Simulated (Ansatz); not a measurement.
A structure relaxed at B3LYP-D4/def2-SVP in Ansatz, charge 1, singlet:

```xyz
7

In   -2.233   -1.994    2.310
Sn    0.025   -2.049   -0.134
Sn    1.940   -0.155   -2.084
Sn   -0.972    0.346   -1.533
Sn    0.836    2.620   -0.764
Sn   -1.200    1.007    1.328
Sn    1.604    0.225    0.877
```

(1) Give its formula and point group.

(2) Summarise the bond lengths by kind (pairs closer than 1.2 times the sum of covalent radii, bridged metal pairs left out).

Answers

(1) the cluster InSn6⁺ (the lowest singlet isomer of a short search). Point group C2v (tolerance 0.1 Å).

(2) 11 × Sn–Sn 2.94 to 3.33 Å; 2 × In–Sn 3.32 to 3.33 Å.

In the def2 sets In, Sn take a core potential; there is no spin–orbit coupling. The restricted singlet is unstable towards broken spin symmetry in Hartree–Fock (as tested in another run); at B3LYP-D4/def2-SVP this wasn't settled. The structure comes from a short search, and lower isomers may exist.
